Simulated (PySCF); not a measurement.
BClH5NO2Si, SMILES OB(O)N[SiH2]Cl. Geometry: ωB97X-D3(BJ)/def2-SVP. The structure was generated by enumeration, and PubChem lists no compound with its InChIKey, so it may never have been made. One conformer was computed; it need not be the lowest.

Computed equilibrium geometry at ωB97X-D3(BJ)/def2-SVP (PySCF confirms it by a frequency run) as bond lengths and angles, and its point group (one conformer of several):
point group Cs.
Atoms: Si1 Cl2 N3 B4 O5 O6 H7 H8 H9 H10 H11. Bonded distances (Å): Si1–Cl2 2.075, Si1–N3 1.734, Si1–H7 1.484, Si1–H8 1.484, N3–B4 1.427, N3–H9 1.014, B4–O5 1.373, B4–O6 1.382, O5–H10 0.961, O6–H11 0.960. Angles (°): Cl2–Si1–N3 105.8, Cl2–Si1–H7 107.4, Cl2–Si1–H8 107.4, N3–Si1–H7 112.9, N3–Si1–H8 112.9, H7–Si1–H8 110.0, Si1–N3–B4 122.3, Si1–N3–H9 119.2, B4–N3–H9 118.5, N3–B4–O5 119.8, N3–B4–O6 115.3, O5–B4–O6 124.9, B4–O5–H10 115.2, B4–O6–H11 116.6.
